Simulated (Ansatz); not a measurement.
# Energy profile

The step: Si₂H₄O₂F₂ ([OH][Si]([F])([F])[O][SiH3]) + NH₃ + HF → SiNH₃OF₂ ([NH2][Si]([OH])([F])[F]) + SiH₄O ([OH][SiH3]) + HF; bonds formed: O2–H9, H7–F10; dative contacts that become bonds: Si1–N8; bonds broken: Si1–O2, H7–N8, H9–F10 (atoms numbered as in the saddle structure below).

Si1  (-0.988, -0.058, 0.487)
O2  (0.608, 0.057, -0.672)
Si3  (0.731, 0.795, -2.170)
F4  (-1.317, 1.375, -0.157)
F5  (-1.412, -1.300, -0.419)
O6  (-2.182, -0.115, 1.640)
H7  (1.166, -1.060, 1.266)
N8  (0.282, -0.322, 1.748)
H9  (1.296, -0.663, -0.368)
F10  (1.935, -1.527, 0.514)
H11  (1.905, 0.184, -2.838)
H12  (0.945, 2.248, -1.981)
H13  (-0.505, 0.547, -2.943)
H14  (-3.086, -0.059, 1.326)
H15  (0.776, 0.541, 1.959)
H16  (-0.155, -0.643, 2.605)
(Å)

Electronic energies by CCSD(T) at an estimated basis limit (MP2 extrapolated from triple and quadruple zeta, plus CCSD(T) − MP2 in triple zeta), on PBE0-D4/def2-TZVP structures; Si$_{2}$NH$_{8}$O$_{2}$F$_{3}$, singlet; no counterpoise correction. Program: Ansatz 0.2.0. Basis: def2-TZVPP and def2-QZVPP. Cores are frozen in the correlated methods. Extrapolation: Hartree–Fock as exp(−7.88 √X), correlation as X^−2.97.

Task: Give the profile in kJ/mol, counted from the separated reactants. (Judge from chemistry; the value comes from the calculation.)

Result: By the calculation:
```
                                                                                                                                                                                                          point  kJ/mol
         separated: Si$_{2}$H$_{4}$O$_{2}$F$_{2}$ (linked as [OH][Si]([F])([F])[O][SiH3]; Si1, O2, Si3, F4, F5, O6, H11, H12, H13, H14; singlet) + NH$_{3}$ (H7, N8, H15, H16; singlet) + HF (H9, F10; singlet)     0.0
                                                                                                                                                                                                start structure   -78.0
                                                                                                                                                                                                         saddle    40.3
                                                                                                                                                                                                  end structure    -1.8
separated: SiNH$_{3}$OF$_{2}$ (linked as [NH2][Si]([OH])([F])[F]; Si1, F4, F5, O6, N8, H14, H15, H16; singlet) + SiH$_{4}$O (linked as [OH][SiH3]; O2, Si3, H9, H11, H12, H13; singlet) + HF (H7, F10; singlet)    62.8
```

No T1 diagnostic of these runs exceeds 0.012.

For scale, one of the runs: CCSD(T)/def2-TZVPP, 382 basis functions, launched by `ansatz run in.yaml --threads 4 --pin off --events-out ev --progress --plain --max-ram 46080MiB --backend cuda --devices 0, --max-vram 37GiB`. Time: 21 s of wall clock on 4 CPU threads of an AMD EPYC 7R13 and a share of one NVIDIA H100; the host was shared. Peak host memory: 0.92 GiB.
